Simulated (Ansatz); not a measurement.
`[F][GeH]([Cl])[Br]` + CH₄ → `[CH3][GeH]([F])[Br]` + HCl at 400 K and 1 bar (formal exchange of groups at a Ge–Cl bond).

Program: Ansatz. Geometries: PBE0-D4/def2-TZVP. ΔE: electronic, gas phase. CBS: MP2 limit from def2 TZ/QZ plus the TZ coupled-cluster correction, frozen cores. This one scheme is used for every species. For Br, Ge outer-core shells are correlated without core-valence functions, which leaves a few kJ/mol of doubt a bond. Scalar relativity is left out up to krypton.

| species | CCSD(T)/CBS energy (Eh) | H − E (kJ/mol) | S (J/(mol·K)) |
| --- | --- | --- | --- |
| `[F][GeH]([Cl])[Br]` | -5209.72032 | 59.5 | 363.3 |
| CH₄ | -40.46206 | 131.3 | 197.2 |
| `[CH3][GeH]([F])[Br]` | -4789.77492 | 155.5 | 376.5 |
| HCl | -460.38127 | 29.6 | 195.4 |

H − E and S are ideal-gas, rigid-rotor, harmonic terms from PBE0-D4/def2-TZVP, for one conformer and one mirror image of each species. 1 Eh = 2625.50 kJ/mol, R = 8.31446 J/(mol·K).

Q: By hand: ΔE, ΔH, ΔS and ΔG.

A: ΔE = (-4789.77492) + (-460.38127) − (-5209.72032) − (-40.46206) = 0.02619 Eh = 68.8 kJ/mol. Δ(H − E) = 155.5 + 29.6 − 59.5 − 131.3 = -5.7, so ΔH = 63.1 kJ/mol. ΔS = 376.5 + 195.4 − 363.3 − 197.2 = 11.4 J/(mol·K). ΔG = 63.1 − 400 × (11.4)/1000 = 58.5 kJ/mol.

Q: By hand: the equilibrium constant, and the temperature at which ΔG would vanish if ΔH and ΔS stayed fixed.

A: log₁₀ K = −ΔG/(RT ln 10) = -7.6. ΔG = 0 at ΔH/ΔS = 5535 K, far beyond where these terms or the molecules hold.

The number of gas molecules stays the same, so ΔS is small and ΔH decides. A doubt of 5 kJ/mol in ΔE shifts log₁₀ K by 0.7 here. Other conformers and mirror images would add mixing entropy, several J/(mol·K) or more a flexible species. These are equilibria of isolated gas molecules and say nothing of rates. Largest T1 diagnostic: 0.010 (customary marks: 0.02 for closed shells, 0.045 for open ones).
